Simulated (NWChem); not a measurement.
SiPH₅O₂; SMILES O[SiH](O)P

```xyz
9

Si    -0.0328     0.4158     0.2528
O      1.3565     1.0603    -0.3856
O     -1.3855     1.0342    -0.4998
P      0.1326    -1.7873    -0.2034
H     -0.1611     0.7411     1.7065
H      1.3776     2.0218    -0.4958
H     -2.0139     1.4891     0.0774
H      1.2259    -2.0081     0.6840
H     -0.8469    -2.1669     0.7616
```
Atoms are numbered in this order, from 1.

Program: NWChem. Structure relaxed at the B3LYP/6-31G* (spherical d) level. Level: B3LYP/def2-SVP with SMD (1 M gas to 1 M solution), gas-phase geometry. Reactions with the solvent are ignored.

For solvent n-hexane:

```yaml
solvation free energy (kcal/mol): -3.0
dipole in solution (D): 3.24
```

Q: Estimate the same quantities for solvent N,N-dimethylformamide.

A: 
| Item | Result |
|---|---|
| solvation free energy (kcal/mol) | -5.9 |
| dipole in solution (D) | 3.66 |
